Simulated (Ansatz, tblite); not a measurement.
Forces on the cluster Tl₃H₄ at its PBE-D4/def2-SVP geometry. Charge 0, multiplicity 2.

In the def2 sets Tl takes a core potential; there is no spin–orbit coupling. The xTB rows come from tblite. Another isomer (doublet) lies 0.54 eV lower at PBE0-D4/def2-TZVP; other spin states weren't run for this one.

GFN1-xTB (tblite), largest force 1.29 eV/Å:

```xyz
7
positions Å, forces eV/Å
Tl    0.195   -0.134   -0.065   -0.184   -0.445    0.572
Tl   -2.105    1.590    0.933   -0.077    0.065    0.075
Tl    2.415   -2.467   -0.466   -0.327    0.209    0.191
H     1.634   -0.617   -1.345    0.692    0.157   -1.081
H     0.070    1.796   -0.047    0.173   -0.046   -0.080
H    -0.608   -0.013    1.726   -0.315    0.150    0.453
H    -1.600   -0.155   -0.736    0.038   -0.091   -0.132
```

GFN2-xTB (tblite), largest force 2.10 eV/Å:

```
Tl -0.368 -0.537 0.997
Tl 0.119 -0.121 -0.072
Tl -0.239 0.111 0.187
H 1.243 0.065 -1.688
H 0.156 0.270 -0.141
H -0.548 0.202 1.014
H -0.363 0.009 -0.298
```

PBE-D4/def2-TZVP (Ansatz), largest force 0.15 eV/Å:

```
Tl -0.053 0.058 -0.009
Tl 0.112 -0.077 -0.053
Tl -0.056 0.088 -0.016
H -0.043 -0.035 0.076
H -0.040 -0.082 0.020
H 0.007 0.016 -0.077
H 0.073 0.031 0.059
```
